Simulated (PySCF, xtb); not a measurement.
B(Cl)(OMe)(SiH3) (CH6BClOSi), SMILES COB([SiH3])Cl. One conformer was computed; it need not be the lowest.

Harmonic wavenumbers (cm⁻¹) from xtb with GFN2-xTB at its own minimum, in rising order: 61, 87, 151, 184, 203, 289, 371, 439, 514, 549, 806, 813, 816, 834, 1002, 1129, 1134, 1311, 1412, 1461, 1467, 2193, 2204, 2292, 2954, 2977, 2986.

### Question
What does r2SCAN-D4/def2-SVP run with PySCF give at its own minimum? (Estimate from the structure and the level; the computed values follow.)

### Answer
51, 75, 163, 166, 222, 322, 379, 449, 568, 614, 862, 926, 940, 955, 1025, 1172, 1177, 1377, 1460, 1479, 1493, 2194, 2195, 2239, 3025, 3130, 3149. Paired by order, the mean absolute difference is 51 cm⁻¹ and the zero-point energies are 43.8 and 45.5 kcal/mol.
